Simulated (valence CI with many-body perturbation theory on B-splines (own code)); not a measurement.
The numbers below are computed, except where a source is named.
## Assign the levels of Ge11+

Level of theory: relativistic CI+MBPT: three valence electrons over a frozen Dirac-Fock core [Ar], radial functions for each j: 7 s, 7 p, 8 d, 6 f, 4 g, 1 h, with the one-electron correlation potential Σ1, the two-electron term Σ2, the three-electron term Σ3, Breit, model QED; selected CI, second order for the rest, scaled by the run's own slope (own B-spline code, finite nucleus).

No measured levels were compared; by estimate terms of the open shell hold to 2 to 4 % of their energy, and close levels can change places. The list stops below the first excitations out of the core. Only levels of the ground parity were solved; by the run's estimate the other parity begins above the list, which can be wrong where configurations are misplaced.

```tsv
No.	J	Parity	E (cm⁻¹)	g
1	3/2	even	0.0	0.403
2	5/2	even	2577	1.028
3	7/2	even	5735	1.236
4	9/2	even	9221	1.328
5	1/2	even	33541	2.558
6	3/2	even	33588	1.659
7	7/2	even	36975	0.890
8	5/2	even	37739	1.594
9	9/2	even	39249	1.083
11	1/2	even	48406	0.776
12	9/2	even	51532	0.940
13	11/2	even	52449	1.090
14	5/2	even	54003	1.203
16	7/2	even	80801	1.141
```

Energies count from the lowest level. Strongly mixed levels and levels close to another of their J and parity are left out, so the numbers can have gaps.

Give configuration and LS term of each level.

1: 3d3 4F; 2: 3d3 4F; 3: 3d3 4F; 4: 3d3 4F; 5: 3d3 4P; 6: 3d3 4P; 7: 3d3 2G; 8: 3d3 4P; 9: 3d3 2G; 11: 3d3 2P; 12: 3d3 2H; 13: 3d3 2H; 14: 3d3 2D; 16: 3d3 2F.
